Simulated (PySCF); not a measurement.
## A small calculation by hand: oscillator strength and radiative lifetime

WO2Cl2, SMILES [O]=[W](=[O])([Cl])[Cl], multiplicity 1.

Geometry: PBE-D3(BJ)/def2-SVP. The multiplicity is an assumed one; no other spin state was optimised. The isomer is the one that the SMILES or the coordinates give; other isomers of the formula were not compared. The def2 effective core potentials stand for the cores of W; spin–orbit coupling is left out.

PySCF with TDDFT-M06-2X/def2-SVPD puts the first singlet state with f over 0.02 at 5.36 eV (vertical), with the transition dipole (-0.456, 0.000, 0.000) in atomic units.

### Question
Find the oscillator strength, the wavelength and the radiative lifetime that this transition would have in vacuum if emission retraced absorption.

### Answer

|μ|² = 0.2079 au, so |μ| = 1.16 D. ΔE = 5.36/27.211 = 0.1970 hartree. f = (2/3) ΔE |μ|² = 0.027 (the program prints 0.027).
λ = 1239.84/5.36 = 231 nm; ν = 43231 cm⁻¹.
Einstein's coefficient A = 0.6670 ν² f s⁻¹ (ν in cm⁻¹) = 3.4e7 s⁻¹, so τ = 1/A = 29 ns. This state is S4; the lower singlets have f = 0.000, 0.003, 0.000. The figure is the radiative limit of this one transition; relaxation, internal conversion, crossing to triplets and a medium change what is measured.
